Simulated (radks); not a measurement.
The numbers below are computed, except where a source is named.
Valence configurations of Sm III (all share [Xe]). Code: a radial shooting solver on a logarithmic mesh with Libxc functionals. Model: scalar-relativistic Kohn-Sham, BLYP, spin-polarised, spherical densities, finite nucleus; open shells are filled with parallel spins first (spin-orbit coupling, left out, can overturn this in heavy ions); Fermi nuclear charge, rms radius 5.0819 fm. Order these by energy: 4f5 6p1; 4f4 5d2; 4f4 5d1.5 6p0.5; 4f5 6s1; 4f4 5d1 6p1; 4f6; 4f4 6s2; 4f5 5d1; 4f2 6s2 6p2; 4f3 6s2 6p1.

Answer. From the lowest, in eV above it: 4f6 0.000; 4f5 5d1 4.954; 4f5 6s1 5.726; 4f5 6p1 10.146; 4f4 5d2 14.489; 4f4 5d1.5 6p0.5 17.569; 4f4 6s2 19.306; 4f4 5d1 6p1 20.907; 4f3 6s2 6p1 46.315; 4f2 6s2 6p2 83.719. NIST lists [Xe] 4f6 as the ground configuration; this level of theory agrees among the configurations tried. The energies are those of spherical high-spin densities, not of single terms.
